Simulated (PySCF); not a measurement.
## Charge-transfer reorganisation: `InChI=1S/C4H6Ge/c1-2-4-5-3-1/h1-4H,5H2`

Geometry (Å), atoms numbered from 1 in this order:
```xyz
11

C    -0.945    0.738   -0.406
C     0.274    1.290   -0.318
Ge    1.486   -0.078    0.310
C     0.023   -1.338    0.372
C    -1.081   -0.693   -0.030
H    -1.829    1.293   -0.738
H     0.465    2.334   -0.574
H     2.116    0.220    1.672
H     2.589   -0.445   -0.683
H     0.013   -2.389    0.666
H    -2.064   -1.173   -0.091
```

The calculation used UKS LC-wPBE/def2-SVP four-point reorganisation energy, gas phase (PySCF). Geometry: LC-wPBE/def2-SVP.

The calculation is non-relativistic, which matters for the atoms heavier than Zn.

(1) What is the inner reorganisation energy for hole transfer, with the ionisation energy?

## Answers

(1) λ = 0.301 (surface of the oxidised species) + 0.304 (surface of the starting species) = 0.605 eV. The ionisation energy is 8.94 eV vertical and 8.64 eV adiabatic without zero-point energy; at the relaxed geometry of the oxidised species the two energies differ by 8.33 eV. Largest bond changes: C5–C1 1.486 → 1.415 Å, C4–C5 1.340 → 1.392 Å, C1–C2 1.340 → 1.392 Å, C2–Ge3 1.933 → 1.958 Å, Ge3–C4 1.933 → 1.958 Å. ⟨S²⟩ of the relaxed oxidised species 0.806.
